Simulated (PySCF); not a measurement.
Al(NHMe)(OH)2 (CH₆AlNO₂), SMILES C[NH][Al]([OH])[OH].

Geometry: B3LYP-D3(BJ)/def2-SVP. The structure was generated by enumeration; whether it is a known compound was not checked. Other conformers were not sampled.

Two levels are set side by side: TDA-PBE/def2-SVPD (PySCF) and TDA-M06-2X/def2-SVPD (PySCF). Vertical, same geometry. The lowest singlet is HOMO→LUMO 100 % with PBE and HOMO→LUMO 89 % with the other functional; states are paired by order. Differences are taken from unrounded values.

| quantity | TDA-PBE |
|---|---|
| lowest singlet excitation (eV) | 4.13 |
| lowest triplet excitation (TDA) (eV) | 3.92 |
| first bright state (f over 0.05) (eV) | 6.56 |
| its oscillator strength | 0.10 |

Problem. These are the TDA-PBE values. What does TDA-M06-2X give? (The exact figures need the calculation; the answer reports its results.)

Solution. 
```tsv
quantity	TDA-M06-2X	TDA-PBE minus TDA-M06-2X
lowest singlet excitation (eV)	5.30	-1.18
lowest triplet excitation (TDA) (eV)	5.05	-1.13
first bright state (f over 0.05) (eV)	7.36	-0.80
its oscillator strength	0.13	-0.03
```

Functionals without exact exchange tend to place singlet excitations lower, as here. Differences between two approximate levels are no errors against the true value.

Rough cost on one machine, each run with all the roots and properties that it gave: TDA-M06-2X against TDA-PBE about 7 times.
